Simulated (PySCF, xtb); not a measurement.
B(OH)(PH2)2 (BH₅OP₂), SMILES OB(P)P.

Geometry: PBE-D3(BJ)/def2-SVP. The values are those of a single conformer.

These are C-PCM-PBE0/def2-SVP (PySCF 2.14.0) values and carry that method's errors.

The values are the electrostatic part of the solvation free energy, E(continuum) − E(gas) at the gas-phase geometry, in a cavity of scaled van der Waals radii (PySCF's table); cavitation and dispersion terms are not included. In vacuum the orbital gap is 6.57 eV. The dipole moment in vacuum is 1.74 D.

Question: Estimate the values in water (ε = 78.36), dimethylsulfoxide (ε = 46.83), toluene (ε = 2.37). (Estimate from the structure and the level; the computed values follow.)

Answer: 
```tsv
solvent	ε	ΔG(elec) (kcal/mol)	dipole (D)	gap (eV)
water	78.36	-5.9	2.33	6.69
dimethylsulfoxide	46.83	-5.8	2.32	6.69
toluene	2.37	-3.2	2.04	6.64
```

For comparison, GFN2-xTB/ALPB(water) (xtb, at the GFN2-xTB geometry, all terms of that model) gives -3.8 kcal/mol.
